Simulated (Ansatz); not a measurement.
C3H7B (`BC(=C)C`) at its PBE0-D4/def2-TZVP geometry, where that method's forces vanish. Charge 0, multiplicity 1.

```xyz
11

B    -1.2111    0.1639   -0.9830
C     0.0596    0.0494   -0.1196
C     1.2210    0.4206   -0.6802
C     0.0028   -0.4532    1.2939
H    -2.2885   -0.1382   -0.5530
H    -1.1219    0.5646   -2.1077
H     2.1683    0.3777   -0.1452
H     1.2547    0.7810   -1.7027
H    -0.6699    0.1625    1.8977
H    -0.3998   -1.4698    1.3272
H     0.9849   -0.4586    1.7725
```

Q: What forces (eV/Å) does B3LYP-D4/def2-TZVPP give on these atoms in Ansatz? (Estimate.)

A: Computed: 
```
B1  -0.127  0.005 -0.070
C2  -0.080  0.045 -0.155
C3   0.169  0.045 -0.072
C4  -0.016 -0.072  0.195
H5   0.113  0.033 -0.050
H6  -0.025 -0.046  0.124
H7  -0.061  0.009 -0.049
H8   0.024 -0.024  0.085
H9   0.034 -0.031 -0.012
H10  0.020  0.042  0.013
H11 -0.050 -0.006 -0.009
```

B3LYP here is the variant with VWN-RPA as its local correlation; programs differ in this.
